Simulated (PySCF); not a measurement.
## RbBi: one state, many levels of theory

State: ³Σ⁻ (triplet), unpaired electrons π ↑↑. Set-up: basis Rb def2-SVP with ECP28, Bi def2-SVP with ECP60; scalar-relativistic core potentials; PySCF 2.14. De refers to Rb + Bi in their high-spin ground configurations, without counterpoise correction. The functionals are run spin-unrestricted. A positive dipole means Rb(−)Bi(+). Levels whose curve was spin-contaminated or gave no clean fit are not listed.

| Level | Re (Å) | ωe (cm⁻¹) | De (eV) | μ (D) | CPU s a point (SCF and correlation, without the integrals) |
| --- | --- | --- | --- | --- | --- |
| ROHF | 3.628 | 96.5 | 0.030 | -11.44 | 0.077 |
| ROHF-MP2 | 3.563 | 99.0 | 0.52 | n/a | 0.18 |
| ROHF-SCS-MP2 | 3.579 | 97.5 | 0.51 | n/a | n/a |
| ROHF-CCSD | 3.599 | 91.8 | 0.54 | n/a | n/a |
| ROHF-CCSD(T) | 3.606 | 89.9 | 0.59 | n/a | 10 |
| PBE | 3.577 | 90.8 | 1.11 | -7.82 | 0.54 |
| PBEsol | 3.533 | 94.5 | 1.18 | -8.07 | 0.37 |
| r²SCAN | 3.593 | 91.1 | 1.00 | -9.04 | 0.78 |
| r²SCANh | 3.583 | 92.5 | 0.98 | -9.29 | 0.84 |
| PBE0 | 3.557 | 94.7 | 1.01 | -8.93 | 0.8 |
| LC-ωPBE | 3.511 | 104 | 0.92 | -11.08 | 0.71 |

The bond length runs from 3.511 Å (LC-ωPBE) to 3.628 Å (ROHF). De spans 0.03 eV (ROHF, mean field) to 1.18 eV (PBEsol, GGA). Correlation at CCSD(T) changes the Hartree–Fock bond energy by +0.56 eV; the triples alone change it by +0.05 eV.

Correlated steps freeze 4 core orbitals. Correlated levels converge slowly with the basis: in double zeta they bind strong bonds too weakly, by up to about 1 eV, and carry superposition errors of some tenths. Spin–orbit coupling is left out, which matters for elements this heavy, above all for dissociation energies. The state is the lowest determinant that a PBE0 search found; another state may lie lower at other levels.

The whole job (state search and all levels along the bond) took about 3 min on 1 thread of Arm Neoverse V2 (shared host), peak memory 0.59 GiB.
